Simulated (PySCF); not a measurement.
The geometry has C3v symmetry (within 0.05 Å) and had no frequency check at the DFT level, so a distortion to lower symmetry isn't ruled out.

Delta-SCF ions had no search for a lower state. Excitations are Tamm–Dancoff values on a coarser integration grid. The basis has no diffuse functions, so Rydberg states are missing or too high.

Cartesian coordinates (Å):
```xyz
34

C     -2.7490    -0.5745    -0.5722
Si    -1.6888    -1.6857    -1.6861
C     -0.5758    -2.7479    -0.5760
Si     0.5312    -1.6749     0.5292
C     -0.5415    -0.5443     1.6241
Si     0.5423     0.5380     2.7442
C      1.6284     1.6251     1.6257
Si     0.5403     2.7438     0.5406
C     -0.5438     1.6240    -0.5417
Si    -1.6738     0.5303     0.5329
Si     0.5290     0.5316    -1.6747
C     -0.5779    -0.5733    -2.7481
C      1.6232    -0.5432    -0.5453
Si     2.7450     0.5390     0.5366
H     -3.4117     0.0655    -1.1947
H     -3.4101    -1.1988     0.0676
H     -2.5621    -2.5573    -2.5580
H      0.0629    -3.4095    -1.2009
H     -1.1990    -3.4102     0.0636
H      1.4041    -2.5484     1.3997
H     -1.1825    -1.1864     2.2702
H     -0.3175     1.4024     3.6338
H      1.4071    -0.3226     3.6327
H      2.2717     2.2675     2.2679
H     -0.3189     3.6324     1.4066
H      1.4039     3.6333    -0.3201
H     -1.1862     2.2701    -1.1824
H     -2.5457     1.4019     1.4063
H      1.4001     1.4041    -2.5479
H      0.0608    -1.1968    -3.4110
H     -1.2022     0.0668    -3.4090
H      2.2682    -1.1846    -1.1881
H      3.6357    -0.3216     1.3991
H      3.6326     1.4043    -0.3245
```
Charge 0, multiplicity 1.

**Question.** What vertical ionisation energy (Delta-SCF), total energy, S1 excitation (TDA), LUMO and dipole moment does PBE0-D3(BJ)/def2-SVP // PBE-D3(BJ)/def2-SVP (PySCF 2.14.0) give?

**Answer.** 
```
Item                                           Result
--------------------------------------  -------------
vertical ionisation energy (Delta-SCF)        8.93 eV
total energy                            -2303.4673 Ha
S1 excitation (TDA)                           6.73 eV
LUMO                                          0.13 eV
dipole moment                                  1.70 D
```
